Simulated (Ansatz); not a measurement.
Reaction (redistribution): `[OH][Ga]([F])[Cl]` + `[OH][InH][OH]` → `[F][GaH][Cl]` + `[OH][In]([OH])[OH]`

Program: Ansatz. Geometries: PBE0-D4/def2-TZVP. ΔE: electronic, gas phase. CCSD(T)/CBS adds triple-zeta CCSD(T) − MP2 to the extrapolated MP2 energy (def2 sets, frozen cores). Functionals use def2-TZVPP. def2 core potentials past Kr. For Ga, In outer-core shells are correlated without core-valence functions, which leaves a few kJ/mol of doubt a bond. Scalar relativity is left out up to krypton. Each species was taken in one conformer, which may not be the lowest.

| level | ΔE (kcal/mol) |
| --- | --- |
| BLYP-D4 | 6.2 |
| LC-ωPBE | 7.4 |
| MP2/def2-SVP | 8.6 |
| MP2/CBS(def2) | 6.6 |

Problem. What does CCSD(T)/CBS give? (An estimate is asked.)

Solution. Computed: +6.6 kcal/mol. The listed levels differ from it by -0.4, 0.8, 2.0, 0.0 kcal/mol.

Largest T1 diagnostic among the species: 0.017.

From PBE to PBE0 (25 % exact exchange), in def2-TZVPP and without D4, ΔE moves by +1.1 kcal/mol. At CCSD(T), def2-SVP lies +2.4 kcal/mol from the extrapolated value and def2-TZVPP +1.9 kcal/mol.
